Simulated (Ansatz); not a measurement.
Two structures of GeH2ClF3, closed shell, reached by relaxing down either side of one saddle point (PBE0-D4/def2-TZVP). Energies are electronic, without zero-point energy. Program: Ansatz 0.2.0. Basis: def2-TZVPP and def2-QZVPP. Cores are frozen in the correlated methods. Filled d shells of the heavier atoms are correlated. The def2 sets are not built for correlating such inner shells, so the correlated values are less sure here. Extrapolation: Hartree–Fock as exp(−7.88 √X), correlation as X^−2.97. First:

Ge1  (-0.738, -0.096, 0.584)
H2  (0.353, 0.076, 1.619)
F3  (-0.255, -1.079, -0.739)
F4  (-2.125, -0.859, 1.223)
F5  (-1.275, 1.371, -0.099)
H6  (1.665, -0.165, -1.568)
Cl7  (2.376, 0.751, -1.020)
(Å)

Second:

```tsv
atom	x (Å)	y (Å)	z (Å)
Ge1	-0.7653	0.5487	-0.3149
H2	1.5508	-1.6090	1.0205
F3	-0.9626	-1.0724	-0.7809
F4	-0.6589	0.5926	1.3795
F5	-2.1764	1.3834	-0.7598
H6	2.0950	-1.2436	0.6633
Cl7	0.9174	1.4003	-1.2076
```

(1) Which bonds change from the first to the second?

(2) Give the saddle point's structure and its height above each. (An estimate is asked for; the value comes from the calculation.)

No T1 diagnostic of these runs exceeds 0.013. The end structure is not quite a true minimum (one mode of 90i cm⁻¹).

Results:

(1) GeHF₃ ([F][GeH]([F])[F]) + HCl → GeClF₃ ([F][Ge]([F])([F])[Cl]) + H₂; bonds formed: Ge1–Cl7, H2–H6; bonds broken: Ge1–H2, H6–Cl7.

(2) Computed: 2.184 eV above the first and 2.442 eV above the second (CCSD(T) at an estimated basis limit (MP2 extrapolated from triple and quadruple zeta, plus CCSD(T) − MP2 in triple zeta)).
```xyz
7
angstrom
Ge -0.4647 -0.0106 0.0742
H 0.9168 -0.8775 0.5498
F -1.1365 -1.4358 -0.5939
F -0.8157 0.3352 1.7132
F -1.4388 1.1681 -0.6935
H 1.4705 -0.1929 -0.0583
Cl 1.4684 1.0136 -0.9913
```

Labels in which every atom is bracketed show which atoms are joined, not bond orders.

For scale, one of the runs: CCSD(T)/def2-TZVPP, 211 basis functions, launched by `ansatz run in.yaml --threads 8 --pin off --events-out ev --progress --plain --max-ram 19148MiB`. Hardware: 8 CPU threads of an Intel Xeon 6975P-C, shared host. Wall time 18 s; peak host memory 3.5 GiB.
